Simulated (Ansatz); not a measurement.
System: N-dibromoboranyl-N-methylmethanamine, C2H6BBr2N, charge 0, multiplicity 1. 
Coordinates optimised at B3LYP-D3(BJ)/def2-TZVP (Ansatz, a quantum-chemistry and plane-wave program):
```xyz
12

C     -2.1572     1.4595    -0.7408
N     -1.5746     0.2879    -0.0941
C     -2.6033    -0.5891     0.4562
B     -0.2141     0.0391    -0.0128
Br     0.4989    -1.5451     0.8650
Br     1.1079     1.2513    -0.7689
H     -2.7498     2.0273    -0.0184
H     -2.8192     1.1460    -1.5526
H     -1.3834     2.1021    -1.1450
H     -2.1580    -1.4547     0.9332
H     -3.2011    -0.0453     1.1926
H     -3.2705    -0.9266    -0.3416
```

Property: vertical ionisation energy (to the doublet state of charge +1; each state is the SCF solution reached for its spin), in eV. Valence correlation only, unless marked. Open shells are spin-unrestricted. No spin-orbit coupling. The frozen core is the preceding noble-gas configuration, with the filled d and f shells of earlier blocks. Non-relativistic. 

```csv
level,program,vertical ionisation energy (eV)
SVWN5/def2-TZVPD,Ansatz,9.19
r2SCAN/def2-TZVPD,Ansatz,9.13
wB97M-V/def2-TZVPD,Ansatz,9.58
MP2/aug-cc-pVDZ,Ansatz,9.84
SCS-MP2/aug-cc-pVDZ,Ansatz,9.79
CCSD/aug-cc-pVDZ,Ansatz,9.50
```
